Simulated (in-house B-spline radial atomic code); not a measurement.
A fraction x of an electron is moved 4d → 4f in Pm⁵⁺, starting from [Kr] 4d10 4f3 5s2 5p5 and keeping the highest spin. Method: scalar-relativistic (X2C) LDA VWN5, spin-polarised, spherical fractional occupations, Fermi nucleus of rms radius 4.962 fm. Calculated with an all-electron radial atomic-structure program (B-spline basis).

```tsv
x	E(x) - E(0) (eV)	4d down level (eV)	4f up level (eV)
0	0.0000	-188.534	-68.184
0.125	15.0327	-188.614	-68.440
0.25	30.0434	-188.690	-68.694
0.375	?	?	?
0.5	59.9974	-188.830	-69.195
0.625	74.9404	-188.894	-69.442
0.75	89.8603	-188.953	-69.687
0.875	?	?	?
1	119.6302	-189.061	-70.170
```

Question: What belongs in the row x = 0.375?

Answer: An energy change of 45.0317 eV; 4d down at -188.762 eV, 4f up at -68.945 eV.

Question: What belongs in the row x = 0.875?

Answer: An energy change of 104.7570 eV; 4d down at -189.009 eV, 4f up at -69.929 eV.

Question: Check Janak's theorem between x = 0.125 and 0.25.

Answer: The slope of the energy is 120.09 eV; the orbital levels give 120.08 eV (ε of the receiving orbital less ε of the emptying one, averaged over the two points).
